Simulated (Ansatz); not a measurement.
A run for Ansatz (a quantum-chemistry and plane-wave program): R-RI-MP2/aug-cc-pVQZ on H2 (SMILES [H][H]) with ghost functions. Files ending in .json are basis or fitting sets from the Basis Set Exchange.

Ansatz 0.2 input:
```yaml
crystal:
  periodic: [false, false, false]
  atoms:
    - {symbol: H, position_ang: [-0.06105842, -0.16041165, 3.18656582]}
    - {symbol: H, position_ang: [-0.10264970, -0.29176240, 3.91876700]}
basis:
  gaussian:
    orbitals: aug-cc-pVQZ
    fitting: {mean_field: def2-universal-JKFIT, correlation: aug-cc-pVQZ-RIFIT.json}
    ghost_atoms:
      - {symbol: C, position_ang: [0.17010812, 0.56811623, -0.69665969]}
      - {symbol: N, position_ang: [0.09934828, 0.34565917, 0.42524776]}
      - {symbol: H, position_ang: [0.23595863, 0.77510770, -1.74111715]}
magnetization: {spin_polarized: false}
correlation: {method: mp2, electrons: outside_noble_gas}
scf: {lower_state_search: off}
```

Program output:

```
WARN ansatz: RAYON_NUM_THREADS=1 ignored (pool sized by the plan → 1); use --threads N
Functional definition: HF
these checks for a lower state are left out or cut short: stability, starts, cluster_reference, orbital_swaps, neighbouring_geometries, increment
integrals: 0.20 GiB planned
206 factors; integrals over basis functions are off by at most 4.9e0 eV
mean field: 0.37 GiB planned
mean field evaluation 1: about -30.7507 eV, gradient 3.6e0 eV
mean field evaluation 2: about -30.8374 eV, gradient 8.2e-1 eV
mean field evaluation 4: about -30.8422 eV, gradient 4.7e-5 eV
mean field -30.84220703 eV, -1.1334302028 hartree, gradient 3.6e-7 eV, S^2 0.000000; 0 other end points of the search recorded, 0 dependent functions left out
576 factors; their error is unknown
reference -30.84220703 eV, -1.1334302028 hartree; 1, 1 occupied and 297, 297 virtual orbitals, 576 factors
second order -0.90517415 eV of doubles, -0.00000000 eV of singles
Total energy: -31.74738118 eV, -1.1666947393 hartree
Checks for a lower state left out: stability, starts, cluster_reference, orbital_swaps, neighbouring_geometries, increment
```

The calculation finished and met its thresholds.

Cost: about 1.6 core-seconds (a rough figure).
